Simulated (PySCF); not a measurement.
Isomers of C5H12OSSi2, mass 176.015 u with the commonest isotopes. Level of theory: PBE0/pcSseg-1 in PySCF (dipole) on a GFN2-xTB geometry, gas phase. One conformer each, none proved a minimum here; rigid rotors.

Question: Order these by out-of-plane moment Σ m c² = (Ia + Ib − Ic)/2, largest first.
A. `[CH3:1][SiH2:2][CH2:3][C:4]#[C:5][Si@@H:6]([OH:7])[S:8][CH3:9]` with C1–Si2–C3–C4 60°, C5–Si6–O7–H 86°, C5–Si6–S8–C9 57°
B. `[SiH3:1][CH2:2]/[CH:3]=[CH:4]/[Si@H:5]1[O:6][CH2:7][CH2:8][S:9]1` with Si1–C2–C3–C4 -109°, C3–C4–Si5–O6 118°, C4–Si5–O6–C7 116°, Si5–O6–C7–C8 27°, O6–C7–C8–S9 -43°, C7–C8–S9–Si5 35°
C. `[CH2:1]=[C:2]([CH2:3][SiH3:4])[SiH2:5][O:6][C:7]([CH3:8])=[S:9]` with C1–C2–C3–Si4 -9°, C1–C2–Si5–O6 0°, C2–Si5–O6–C7 180°, Si5–O6–C7–C8 180°
D. `[CH2:1]=[CH:2][SiH2:3][S:4][C@@:5]([CH3:6])([SiH3:7])[CH:8]=[O:9]` with C1–C2–Si3–S4 89°, C2–Si3–S4–C5 38°, Si3–S4–C5–C6 63°, S4–C5–C8–O9 149°

Answer: D (90.97 u·Å²), A (67.32 u·Å²), B (33.40 u·Å²), C (9.50 u·Å²).

Question: Order these by rotational constant C, smallest first.
A. `[SiH3:1][CH2:2]/[CH:3]=[CH:4]/[Si@H:5]1[O:6][CH2:7][CH2:8][S:9]1` with Si1–C2–C3–C4 -109°, C3–C4–Si5–O6 118°, C4–Si5–O6–C7 116°, Si5–O6–C7–C8 27°, O6–C7–C8–S9 -43°, C7–C8–S9–Si5 35°
B. `[CH2:1]=[CH:2][SiH2:3][S:4][C@@:5]([CH3:6])([SiH3:7])[CH:8]=[O:9]` with C1–C2–Si3–S4 89°, C2–Si3–S4–C5 38°, Si3–S4–C5–C6 63°, S4–C5–C8–O9 149°
C. `[CH2:1]=[C:2]([CH2:3][SiH3:4])[SiH2:5][O:6][C:7]([CH3:8])=[S:9]` with C1–C2–C3–Si4 -9°, C1–C2–Si5–O6 0°, C2–Si5–O6–C7 180°, Si5–O6–C7–C8 180°
D. `[CH3:1][SiH2:2][CH2:3][C:4]#[C:5][Si@@H:6]([OH:7])[S:8][CH3:9]` with C1–Si2–C3–C4 60°, C5–Si6–O7–H 86°, C5–Si6–S8–C9 57°

Answer: C (325.6 MHz), A (341.9 MHz), D (413.7 MHz), B (595.9 MHz).

Question: Order these by rotational constant B, smallest first.
A. `[SiH3:1][CH2:2]/[CH:3]=[CH:4]/[Si@H:5]1[O:6][CH2:7][CH2:8][S:9]1` with Si1–C2–C3–C4 -109°, C3–C4–Si5–O6 118°, C4–Si5–O6–C7 116°, Si5–O6–C7–C8 27°, O6–C7–C8–S9 -43°, C7–C8–S9–Si5 35°
B. `[CH3:1][SiH2:2][CH2:3][C:4]#[C:5][Si@@H:6]([OH:7])[S:8][CH3:9]` with C1–Si2–C3–C4 60°, C5–Si6–O7–H 86°, C5–Si6–S8–C9 57°
C. `[CH2:1]=[CH:2][SiH2:3][S:4][C@@:5]([CH3:6])([SiH3:7])[CH:8]=[O:9]` with C1–C2–Si3–S4 89°, C2–Si3–S4–C5 38°, Si3–S4–C5–C6 63°, S4–C5–C8–O9 149°
D. `[CH2:1]=[C:2]([CH2:3][SiH3:4])[SiH2:5][O:6][C:7]([CH3:8])=[S:9]` with C1–C2–C3–Si4 -9°, C1–C2–Si5–O6 0°, C2–Si5–O6–C7 180°, Si5–O6–C7–C8 180°

Answer: D (359.8 MHz), A (373.4 MHz), B (503.2 MHz), C (738.6 MHz).

```json
{"SMILES": "C[SiH2]CC#C[Si@@H](O)SC", "point group": "C1", "Ia (u·Å²)": "351.90", "Ib (u·Å²)": "1004.40", "Ic (u·Å²)": "1221.66", "κ": "-0.82", "μa (D)": "2.80", "μb (D)": "0.38", "μc (D)": "0.34"}
{"SMILES": "[SiH3]C/C=C/[Si@H]1OCCS1", "point group": "C1", "Ia (u·Å²)": "191.60", "Ib (u·Å²)": "1353.36", "Ic (u·Å²)": "1478.15", "κ": "-0.97", "μa (D)": "0.55", "μb (D)": "1.13", "μc (D)": "0.35"}
{"SMILES": "C=C(C[SiH3])[SiH2]OC(C)=S", "point group": "near Cs", "Ia (u·Å²)": "166.60", "Ib (u·Å²)": "1404.68", "Ic (u·Å²)": "1552.28", "κ": "-0.97", "μa (D)": "1.30", "μb (D)": "1.67", "μc (D)": "0.09"}
{"SMILES": "C=C[SiH2]S[C@@](C)([SiH3])C=O", "point group": "C1", "Ia (u·Å²)": "345.80", "Ib (u·Å²)": "684.28", "Ic (u·Å²)": "848.13", "κ": "-0.67", "μa (D)": "0.45", "μb (D)": "0.76", "μc (D)": "0.01"}
```
